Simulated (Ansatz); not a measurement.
Reaction: BGeH5 (SMILES [BH2][GeH3]) → BH2 (SMILES [BH2], doublet) + GeH3 (SMILES [GeH3], doublet) (the B-Ge bond breaks)
Each species at its own B3LYP-D3(BJ)/def2-TZVP minimum (Ansatz, a quantum-chemistry and plane-wave program).

Total energies in hartree (Ansatz). Radicals and triplets start from unrestricted determinants; spin-orbit coupling is neglected. Correlated methods leave the cores frozen (noble-gas shells, and filled d and f shells in the p block). No relativity.

```csv
species,HF/cc-pVTZ,CCSD(T)/cc-pVTZ,HF/cc-pVQZ,CCSD(T)/cc-pVQZ,CCSDT(Q)/cc-pVTZ
1: BGeH5 (SMILES [BH2][GeH3]),-2102.96422,-2103.24171,-2102.96972,-2103.25944,-2103.24307
"2: BH2 (SMILES [BH2], doublet)",-25.76030,-25.86304,-25.76199,-25.86898,-25.86351
"3: GeH3 (SMILES [GeH3], doublet)",-2077.10825,-2077.24865,-2077.11207,-2077.25871,-2077.24943
```

Work out the bond dissociation energy (electronic) in kJ/mol: take Hartree-Fock from cc-pVQZ, extrapolate the CCSD(T) correlation energy as X^-3 (X = 3, 4), and add CCSDT(Q) - CCSD(T) in cc-pVTZ. 1 hartree = 2625.5 kJ/mol.


Species 1: correlation (64·(-0.28972) - 27·(-0.27749))/37 = -0.29864; step -0.00136; E1 = -2102.96972 + (-0.29864) + (-0.00136) = -2103.26972
Species 2: correlation (64·(-0.10699) - 27·(-0.10274))/37 = -0.11009; step -0.00047; E2 = -25.76199 + (-0.11009) + (-0.00047) = -25.87255
Species 3: correlation (64·(-0.14664) - 27·(-0.14040))/37 = -0.15119; step -0.00078; E3 = -2077.11207 + (-0.15119) + (-0.00078) = -2077.26404
-1·E1 +1·E2 +1·E3 = 0.13313 hartree = 349.5 kJ/mol.
